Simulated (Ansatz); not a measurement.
```xyz
12

C     0.0197   -0.6465   -0.6916
C    -0.0064   -0.5996    0.6969
C    -0.0337    0.5644   -1.5964
C    -0.0455    0.5468    1.6055
H    -0.0068   -1.6801   -1.1887
H    -0.0242   -1.6933    1.1393
H     0.0011    1.4547   -1.0949
H     0.9055    0.5532   -2.2242
H    -0.8633    0.4641   -2.2448
H    -0.0444    1.4625    1.1105
H    -0.8766    0.5252    2.2857
H     0.8654    0.4829    2.2230
```

Basis set: STO-3G (spherical functions). Frozen core: 4 orbitals. Charge 0, multiplicity 1.

Computed with Ansatz (development build ahead of 0.2.0); each method stands on the lowest determinant of its kind that the runs found. Restricted open shells among the atoms or ions are ROHF, correlated in semicanonical orbitals with singles.

Give the atomization energy at this shape (free ground-state atoms in the same class of orbitals less the molecule, no zero-point energy) of singlet C₄H₈ by RHF-MP2, RHF.

| method | atomization energy |
| --- | --- |
| RHF-MP2 | 1176.82 kcal/mol |
| RHF | 1056.52 kcal/mol |

Caution: no unrestricted run beside it, a lower state can exist; the shape is not the minimum.

This basis has no polarisation functions and is too small for such energies, which can lie far from measured ones in either direction.
